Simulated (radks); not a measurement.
Task: The mean radii <r> (bohr) of the occupied orbitals of an atom or ion are listed with their occupations. Method: scalar-relativistic Kohn-Sham, BLYP, spin-polarised, spherical densities, finite nucleus; Fermi nuclear charge, rms radius of each element as measured or else 0.836 A^(1/3) + 0.57 fm; computed with a radial shooting solver on a logarithmic mesh with Libxc functionals.

orbital  occ.      <r>
1s up       1  0.08572
1s down     1  0.08571
2s up       1   0.4131
2s down     1   0.4130
2p up       3   0.3750
2p down     3   0.3748
3s up       1    1.250
3s down     1    1.257
3p up       2    1.329

Name the element and its charge. Open shells, if any, are filled with parallel spins first.

Result: Z = 18, argon, charge +4: Ar4+ in [Ne] 3s2 3p2. The 1s radius gives Z: for a bare nucleus <r> = (2 gamma + 1)/(2Z) with gamma = sqrt(1 - (Z/c)^2), 0.08285 bohr for Z = 18, and screening makes it slightly larger (0.08572 here). The occupations add up to 14, and the charge is Z minus that.
